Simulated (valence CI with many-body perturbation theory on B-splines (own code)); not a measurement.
Results of a calculation; reference values are marked as such.
## From CI to CI+MBPT in In XXXVI

Method: configuration interaction combined with many-body perturbation theory (CI+MBPT): four valence electrons over a frozen Dirac-Fock core [Ne], a basis of 11 s, 11 p, 9 d, 7 f, 5 g, 2 h, 1 i functions for each j, with the one-electron correlation potential Σ1, the two-electron term Σ2, the three-electron term Σ3, Breit, model QED; selected CI, second order for the rest (own B-spline code, finite nucleus).

The last digits are not significant, and no measured levels were compared; by estimate large intervals hold to a few tenths of a per cent, small ones and those within an open d or f shell to about a per cent.

Each rung adds one term. CI alone is the Dirac-Coulomb CI over the frozen core; QED comes last and gives the full result, which names the levels. Energies are above (3s^2 3p1/2^2) J=0 on the same rung, in cm⁻¹.

Levels are named by their leading jj configuration (3d3/2^4 stands for four electrons in 3d with j = 3/2), which in mixed levels can hold well under half, so a name can repeat and another be missing. Letters in brackets count levels of one name in rising energy.

```
                     Level  CI alone
    (3s^2 3p1/2 3p3/2) J=1    368406
    (3s^2 3p1/2 3p3/2) J=2    414759
        (3s^2 3p3/2^2) J=2    815551
        (3s^2 3p3/2^2) J=0    915626
    (3s 3p1/2^2 3p3/2) J=2   1073530
    (3s 3p1/2^2 3p3/2) J=1   1217540
(3s 3p1/2 3p3/2^2) J=2 [a]   1400570
    (3s^2 3p1/2 3d3/2) J=2   1414440
    (3s 3p1/2 3p3/2^2) J=3   1478830
    (3s^2 3p1/2 3d3/2) J=1   1588720
    (3s 3p1/2 3p3/2^2) J=0   1585440
    (3s^2 3p1/2 3d5/2) J=2   1620150
    (3s^2 3p1/2 3d5/2) J=3   1631130
(3s 3p1/2 3p3/2^2) J=1 [a]   1654570
(3s 3p1/2 3p3/2^2) J=2 [b]   1705250
(3s 3p1/2 3p3/2^2) J=1 [b]   1733890
```

Q: What do these energies become with core correlation, Breit and QED?

A: (3s^2 3p1/2 3p3/2) J=1 363956 (-4450); (3s^2 3p1/2 3p3/2) J=2 408984 (-5776); (3s^2 3p3/2^2) J=2 805632 (-9918); (3s^2 3p3/2^2) J=0 905979 (-9647); (3s 3p1/2^2 3p3/2) J=2 1065850 (-7680); (3s 3p1/2^2 3p3/2) J=1 1208560 (-8979); (3s 3p1/2 3p3/2^2) J=2 [a] 1389470 (-11096); (3s^2 3p1/2 3d3/2) J=2 1402190 (-12257); (3s 3p1/2 3p3/2^2) J=3 1465160 (-13673); (3s^2 3p1/2 3d3/2) J=1 1573450 (-15262); (3s 3p1/2 3p3/2^2) J=0 1573540 (-11903); (3s^2 3p1/2 3d5/2) J=2 1604440 (-15709); (3s^2 3p1/2 3d5/2) J=3 1613810 (-17318); (3s 3p1/2 3p3/2^2) J=1 [a] 1639420 (-15154); (3s 3p1/2 3p3/2^2) J=2 [b] 1687220 (-18027); (3s 3p1/2 3p3/2^2) J=1 [b] 1716480 (-17408).

Q: How does the ionisation energy move along the ladder, and which term matters most?

A: CI alone 2316.9, + Σ1 2317.8, + Σ2 2317.8, + Σ3 2317.6, + Breit 2315.5, + QED 2315.5 eV. The largest step is Breit, -2.1 eV. NIST lists 2317 ± 5 eV (semi-empirical).
